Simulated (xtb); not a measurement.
iodoethane (C$_{2}$H$_{5}$I), singlet, geometry from GFN2-xTB. Base run: GFN2-xTB (xtb 6.7.1).

Geometry (Å):
```xyz
8

C     -2.4128    -0.3344    -0.1973
C     -1.0930    -1.0350    -0.4213
I      0.5894     0.2252     0.1021
H     -2.5364    -0.0558     0.8472
H     -3.2262    -1.0050    -0.4735
H     -2.4872     0.5650    -0.8053
H     -1.0009    -1.9248     0.1960
H     -0.9514    -1.3005    -1.4657
```
Charge 0, spin multiplicity 1.
All else is at xtb's defaults.
Base energy -10.63876 Eh.

The base run was repeated with changes; each row names its change, and settings that it needs were set with it.

| change | ΔE vs base (mEh) | HOMO-LUMO gap (eV) | dipole (D) | G_solv (kcal/mol) | SCF cycles |
|---|---|---|---|---|---|
| base | 0.000 | 4.66 | 3.97 | - | 11 |
| alpb = chcl3 | -8.795 | 4.76 | 4.16 | -5.70 | 10 |
| etemp = 1000 | 0.000 | 4.66 | 3.97 | - | 11 |
| acc = 0.0001 | 0.000 | 4.66 | 3.97 | - | 17 |
| etemp = 5000 | -0.394 | 4.66 | 3.96 | - | 11 |
| acc = 0.1 | 0.000 | 4.66 | 3.97 | - | 12 |
| alpb = ch2cl2 | -7.765 | 4.73 | 4.12 | -4.97 | 11 |

ALPB and GBSA are two models with their own fitted parameters for each solvent, which aren't always the measured dielectric constant.
